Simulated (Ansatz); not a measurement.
SiH4 (SMILES [SiH4]), charge 0, multiplicity 1, relaxed at each level with Ansatz (a quantum-chemistry and plane-wave program); harmonic frequencies from differences of analytic forces, average atomic masses, frozen cores.

```json
[
 {"level": "HF/def2-TZVPP", "Si1–H2 (Å)": "1.4751", "Si1–H3 (Å)": "1.4751", "Si1–H4 (Å)": "1.4751", "Si1–H5 (Å)": "1.4751", "H2–Si1–H3 (°)": "109.5", "H2–Si1–H4 (°)": "109.5", "H2–Si1–H5 (°)": "109.5", "dipole (D)": "0.00"},
 {"level": "PBE/def2-TZVPP", "Si1–H2 (Å)": "1.4929", "Si1–H3 (Å)": "1.4929", "Si1–H4 (Å)": "1.4929", "Si1–H5 (Å)": "1.4929", "H2–Si1–H3 (°)": "109.5", "H2–Si1–H4 (°)": "109.5", "H2–Si1–H5 (°)": "109.5", "dipole (D)": "0.00"},
 {"level": "r2SCAN/def2-TZVPP", "Si1–H2 (Å)": "1.4824", "Si1–H3 (Å)": "1.4824", "Si1–H4 (Å)": "1.4824", "Si1–H5 (Å)": "1.4824", "H2–Si1–H3 (°)": "109.5", "H2–Si1–H4 (°)": "109.5", "H2–Si1–H5 (°)": "109.5", "dipole (D)": "0.00"},
 {"level": "B3LYP/def2-TZVPP", "Si1–H2 (Å)": "1.4797", "Si1–H3 (Å)": "1.4797", "Si1–H4 (Å)": "1.4797", "Si1–H5 (Å)": "1.4797", "H2–Si1–H3 (°)": "109.5", "H2–Si1–H4 (°)": "109.5", "H2–Si1–H5 (°)": "109.5", "dipole (D)": "0.00"},
 {"level": "PBE0/def2-TZVPP", "Si1–H2 (Å)": "1.4843", "Si1–H3 (Å)": "1.4843", "Si1–H4 (Å)": "1.4843", "Si1–H5 (Å)": "1.4843", "H2–Si1–H3 (°)": "109.5", "H2–Si1–H4 (°)": "109.5", "H2–Si1–H5 (°)": "109.5", "dipole (D)": "0.00"},
 {"level": "wB97X-V/def2-TZVPP", "Si1–H2 (Å)": "1.4822", "Si1–H3 (Å)": "1.4822", "Si1–H4 (Å)": "1.4822", "Si1–H5 (Å)": "1.4822", "H2–Si1–H3 (°)": "109.5", "H2–Si1–H4 (°)": "109.5", "H2–Si1–H5 (°)": "109.5", "dipole (D)": "0.00"},
 {"level": "MP2/cc-pV(T+d)Z", "Si1–H2 (Å)": "1.4746", "Si1–H3 (Å)": "1.4746", "Si1–H4 (Å)": "1.4746", "Si1–H5 (Å)": "1.4746", "H2–Si1–H3 (°)": "109.5", "H2–Si1–H4 (°)": "109.5", "H2–Si1–H5 (°)": "109.5", "dipole (D)": "0.00"},
 {"level": "CCSD(T)/cc-pV(D+d)Z", "Si1–H2 (Å)": "1.4847", "Si1–H3 (Å)": "1.4847", "Si1–H4 (Å)": "1.4847", "Si1–H5 (Å)": "1.4847", "H2–Si1–H3 (°)": "109.5", "H2–Si1–H4 (°)": "109.5", "H2–Si1–H5 (°)": "109.5", "dipole (D)": "0.00"},
 {"level": "CCSD(T)/cc-pV(T+d)Z", "Si1–H2 (Å)": "1.4797", "Si1–H3 (Å)": "1.4797", "Si1–H4 (Å)": "1.4797", "Si1–H5 (Å)": "1.4797", "H2–Si1–H3 (°)": "109.5", "H2–Si1–H4 (°)": "109.5", "H2–Si1–H5 (°)": "109.5", "dipole (D)": "0.00"}
]
```

Measured: bond lengths of mixed type (r0, rs, rg or re) SiH 1.48 Å [NIST CCCBDB].
